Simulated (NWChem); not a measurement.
Correlation energy of BeO

SMILES: [Be]=[O]
```xyz
2

Be     0.0000     0.0000     0.9063
O      0.0000     0.0000    -0.4531
```
Charge 0, spin multiplicity 1.

All runs are NWChem calculations. The geometry was optimised at PBE/def2-SVP, a minimum by its harmonic frequencies.

Basis set: 6-311G**. Each correlation energy counts from its own Hartree-Fock reference.

The correlated methods keep 2 core orbitals frozen. The Pople sets run with spherical d functions. The structure started from a generated list of species. Coupled-cluster values serve here as a point of comparison, not as the truth.

Problem. One of these methods gave a correlation energy of -264.6 mHa. Which?
A) SCS-MP2
B) MP2
C) CR-CCSD(T)
D) CCSD(T)

Solution. D, CCSD(T). The others give -249.9 (SCS-MP2), -262.2 (CR-CCSD(T)), -259.7 (MP2).
